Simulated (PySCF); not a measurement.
Species: NiI2(H2O)2 (triplet state).
Cartesian coordinates in Å at the PBE0-D3(BJ)/def2-SVP level; atoms count from 1:
```xyz
9
H4I2NiO2 angstrom
Ni    -0.0935   -0.0176   -0.0845
I     -0.7267    0.1625    2.3800
I      2.0976   -0.0755   -1.3892
O     -0.4671    1.9493   -0.4775
H      0.3308    2.3368   -0.8707
H     -0.6130    2.3964    0.3716
O     -0.3682   -2.0355   -0.1705
H     -0.4747   -2.3597    0.7379
H      0.4476   -2.4262   -0.5226
```

The calculation used PBE0-D3(BJ)/def2-SVP geometry optimisation, gas phase, def2 core potentials past Kr in PySCF.

Masses are those of the commonest isotopes; rigid-rotor values at the optimised geometry. The values belong to one conformer.

(1) Give the principal moments of inertia and the rotational constants in GHz.

(2) What kind of rotor is it?

(3) What does the inertial defect say?

(4) Where do the levels up to J = 2 lie, in K?

(5) Predict some low-J microwave lines.

(6) Estimate the classical rotational partition function at 10 K, 50 K and 200 K.

## Answers

(1) Ia = 238.69, Ib = 1501.56, Ic = 1564.47 u·Å²; 505379 MHz·u·Å²/I gives 2117, 336.6 and 323.0 MHz, that is A = 2.1173, B = 0.3366, C = 0.3230 GHz.

(2) A near-prolate asymmetric top. Ray's parameter κ = (2B − A − C)/(A − C) = -0.985; −1 is the prolate and +1 the oblate limit.

(3) Not planar: Δ = Ic − Ia − Ib = -175.78 u·Å². For a rigid frame Δ = −2 Σ m c², so Σ m c² = 87.89 u·Å² lies off the ab plane: 1.71 from hydrogen and 86.18 from heavier atoms. The atom farthest from that plane is 1.09 Å away.

(4) Above 0(0,0), as E/k:
J = 1: 1(0,1) 0.032, 1(1,1) 0.117, 1(1,0) 0.118
J = 2: 2(0,2) 0.095, 2(1,2) 0.180, 2(1,1) 0.182, 2(2,1) 0.438, 2(2,0) 0.438
The levels of one J sum to (2J + 1)J(J + 1)(A + B + C)/3.

(5) The dipole components are |μa| = 0.00 D, |μb| = 0.04 D, |μc| = 1.93 D. The squared components, which scale the intensities, stand as 0.00 : 0.00 : 1.00 (a : b : c). Some lines, for components of 0.1 D or more:

| type | branch | J(Ka,Kc) | MHz | lower level (cm⁻¹) |
| --- | --- | --- | --- | --- |
| c | Q | 3(1,3) ← 3(0,3) | 1747 | 0.132 |
| c | Q | 2(1,2) ← 2(0,2) | 1767 | 0.066 |
| c | Q | 1(1,1) ← 1(0,1) | 1781 | 0.022 |
| c | R | 1(1,0) ← 0(0,0) | 2454 | 0.000 |
| c | R | 2(1,1) ← 1(0,1) | 3127 | 0.022 |
| c | R | 3(1,2) ← 2(0,2) | 3807 | 0.066 |
| c | Q | 3(2,2) ← 3(1,2) | 5322 | 0.193 |
| c | Q | 2(2,1) ← 2(1,1) | 5342 | 0.126 |
| c | R | 2(2,0) ← 1(1,0) | 6675 | 0.082 |
| c | R | 2(2,1) ← 1(1,1) | 6689 | 0.081 |
| c | R | 3(2,1) ← 2(1,1) | 7321 | 0.126 |
| c | R | 3(2,2) ← 2(1,2) | 7362 | 0.125 |
| c | Q | 3(3,1) ← 3(2,1) | 8937 | 0.371 |
| c | R | 3(3,1) ← 2(2,1) | 10917 | 0.305 |

(6) Point group C2v, symmetry number σ = 2; q = (√π/σ)·√((kT/h)³/(ABC)), k/h = 20836.6 MHz/K: 5560 at 10 K, 62100 at 50 K, 497000 at 200 K.

For this open shell read J as N, the rotation without spin; fine and hyperfine splittings come on top. Not checked by PBE0-D3(BJ)/def2-SVP frequencies. ⟨S²⟩ = 2.003 (exact for a triplet: 2.00). These are rigid-rotor constants of the computed structure; measured ground-state constants (B0) also hold zero-point vibration. Quadrupole hyperfine structure (127I) is left out.
